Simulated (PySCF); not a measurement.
# GaN₂ + Cl₂ → GaCl₂ + N₂

Level: PBE0 in the def2-TZVP basis family, all electrons, no relativity, computed in PySCF with density fitting; open shells unrestricted.

```json
{"species": "GaN₂", "state and structure": "quartet, D∞h, Ga–N 1.807 Å (×2)", "E (Eh)": "-2033.78045", "ZPE (kJ/mol)": "9.3", "H(298 K) − H(0) (kJ/mol)": "12.8", "S° (J/(mol K))": "264.2"}
{"species": "Cl₂", "state and structure": "singlet, D∞h, Cl–Cl 1.982 Å", "E (Eh)": "-920.08940", "ZPE (kJ/mol)": "3.5", "H(298 K) − H(0) (kJ/mol)": "9.1", "S° (J/(mol K))": "222.5"}
{"species": "GaCl₂", "state and structure": "doublet, C2v, Ga–Cl 2.160 Å (×2); Cl–Ga–Cl 119.3°", "E (Eh)": "-2844.80901", "ZPE (kJ/mol)": "5.4", "H(298 K) − H(0) (kJ/mol)": "13.4", "S° (J/(mol K))": "302.2"}
{"species": "N₂", "state and structure": "singlet, D∞h, N–N 1.089 Å", "E (Eh)": "-109.44629", "ZPE (kJ/mol)": "14.9", "H(298 K) − H(0) (kJ/mol)": "8.7", "S° (J/(mol K))": "191.4"}
```

Task: What is the electronic reaction energy?

Result: At PBE0/def2-TZVP, ΔE = -1012.0 kJ/mol from the differences of the total energies times 2625.5, downhill. Chlorination of this kind underlies dry etching.

Task: Add zero-point, thermal and entropy terms for 298.15 K and 1 bar.

Result: ΔZPE = 7.5 and Δ[H(298) − H(0)] = 0.2 kJ/mol give ΔH° = -1004.3 kJ/mol. ΔS° = 6.9 J/(mol K), so ΔG° = -1004.3 − 298.15 × (0.0069) = -1006 kJ/mol.

Some spin contamination: GaN₂ (⟨S²⟩ 3.87). The structures come from searches over a few start shapes, so lower isomers are not excluded.
